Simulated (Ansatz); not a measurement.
Z-matrix (Å, degrees):
```
C
C 1 1.525
H 1 1.093 2 111.6
H 1 1.094 2 111.9 3 120.2
H 1 1.093 2 111.6 3 -119.6
Al 2 1.957 1 117.8 3 59.8
H 2 1.099 1 110.5 3 -177.8
H 2 1.099 1 110.5 3 -62.7
Te 6 2.532 2 121.6 1 -0.1
H 6 1.586 2 123.3 1 179.9
H 9 1.658 6 91.4 2 -0.0
```

Total charge 0; spin multiplicity 1. Te: def2 effective core potential.

(1) List the PBE0/def2-TZVPP orbital energies in eV (the Gaussian-basis code of Ansatz). (Best estimate.)

## Answers

(1) The calculation gave: Occupied: -1527.93, -278.03, -277.90, -171.65, -120.62, -120.48, -120.40, -113.80, -73.90, -73.76, -73.67, -43.81, -43.74, -43.66, -43.55, -43.54, -21.14, -17.49, -17.21, -12.43, -12.03, -11.06, -10.54, -9.84, -9.60, -8.08, -7.51, -6.68. Lowest empty: -1.19, -0.41, 0.03, 1.00, 1.59, 2.45, 2.57, 2.65.
